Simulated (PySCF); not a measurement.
## EPR parameters of C8H9O

Compound: C8H9O (doublet state).
Structure used (GFN2-xTB), in Å, numbered top down from 1:
```
atom  x, y, z in Å
O1     3.793    0.387   -0.427
C2     2.714   -0.068   -0.170
C3     2.233   -1.436   -0.141
C4     0.962   -1.564    0.183
C5     0.318   -0.215    0.444
C6    -0.842    0.026   -0.493
C7    -2.216   -0.445   -0.122
C8    -1.904    1.020   -0.119
C9     1.482    0.772    0.226
H10    0.393   -2.473    0.257
H11   -0.044   -0.180    1.477
H12   -0.565   -0.031   -1.539
H13   -2.344   -0.936    0.831
H14   -2.853   -0.836   -0.900
H15   -2.322    1.639   -0.898
H16   -1.817    1.521    0.833
H17    1.276    1.481   -0.576
H18    1.729    1.342    1.122
```

The hyperfine couplings belong to this conformer and change with its torsions.

Identity: `O=C1[C]=C[C@H](C2CC2)C1` [radical].

Method used: UKS B3LYP, pcH-1 on C H O, non-relativistic, mean-field spin-orbit, GIAO in PySCF 2.14.0. One conformer (not necessarily the lowest) at the GFN2-xTB geometry, without solvent, vibrations or thermal averaging. A GFN2-xTB geometry isn't a minimum of the functional, and hyperfine couplings can be far from their values at a DFT geometry. The SCF solution wasn't tested for stability.

| Item | Value |
| --- | --- |
| g1, g2, g3 | 2.00179, 2.00221, 2.00279 |
| g_iso | 2.00226 |
| Form of g | rhombic: the two nearest values differ by 43 % of g3 − g1 |
| ⟨S²⟩ | 0.7577 (exact 0.7500) |
| α and β electrons | 33, 32 |

Hyperfine couplings atom by atom, in MHz; T1 to T3 are the principal values of the dipolar part:

```
atom  isotope  a_iso     T1     T2     T3  Mulliken spin population
  O1      17O   -1.4   -1.9   -1.2    3.0                      0.01
  C2      13C   28.4   -8.8   -6.9   15.7                     -0.01
  C3      13C  384.0  -77.2  -59.9  137.1                      0.96
  C4      13C   18.6  -18.9    0.9   18.0                     -0.12
  C5      13C   54.6   -7.1   -5.9   13.0                      0.07
  C6      13C   -6.0   -0.6   -0.3    0.9                      0.00
  C7      13C   -0.2   -0.3   -0.2    0.4                      0.00
  C8      13C    4.6   -0.9   -0.9    1.8                      0.01
  C9      13C   47.1   -6.8   -5.8   12.6                      0.06
 H10       1H   43.9   -6.1   -4.9   11.0                      0.02
 H11       1H   -7.4   -3.7   -1.6    5.3                      0.00
 H12       1H    0.7   -1.7   -1.2    2.8                      0.00
 H13       1H    0.6   -0.7   -0.6    1.3                      0.00
 H14       1H    0.0   -0.5   -0.4    1.0                      0.00
 H15       1H    1.0   -0.7   -0.4    1.1                      0.00
 H16       1H    0.0   -0.9   -0.5    1.5                      0.00
 H17       1H    1.4   -4.2   -1.3    5.4                      0.00
 H18       1H   -0.1   -4.2   -1.4    5.6                      0.00
```

Largest spin populations (Mulliken): C3 (+0.96), C4 (-0.12), C5 (+0.07) and C9 (+0.06). C3 is the only atom above +0.15. The positive populations add up to 1.13 and the negative ones to -0.13, together 2S = 1.

Axes: g1 points within 15° of the C4–H10 bond.

Under fast tumbling the dipolar parts average out, and these isotropic splittings remain: 1 × 1H (H10, I = 1/2, 2 lines) with 1.56 mT, 1 × 1H (H11, I = 1/2, 2 lines) with 0.27 mT, 1 × 1H (H17, I = 1/2, 2 lines) with 0.05 mT and 1 × 1H (H15, I = 1/2, 2 lines) with 0.04 mT.

The 13C coupling of C3 (384.0 MHz) shows only in satellite lines or after enrichment, since that isotope makes up about 1.07 % of natural carbon.

β density exceeds α density at some nuclei, such as C6 (-0.0054) and H11 (-0.0017), spin density in bohr⁻³. In a single determinant that takes different orbitals for the two spins, that is spin polarisation.

The run took 95 s wall (with the writing of density and orbital grids) on one thread, Arm Neoverse V2 (aarch64), shared host with 96 logical CPUs at a one-minute load of 46, and the process peaked at 1.2 GiB of memory.
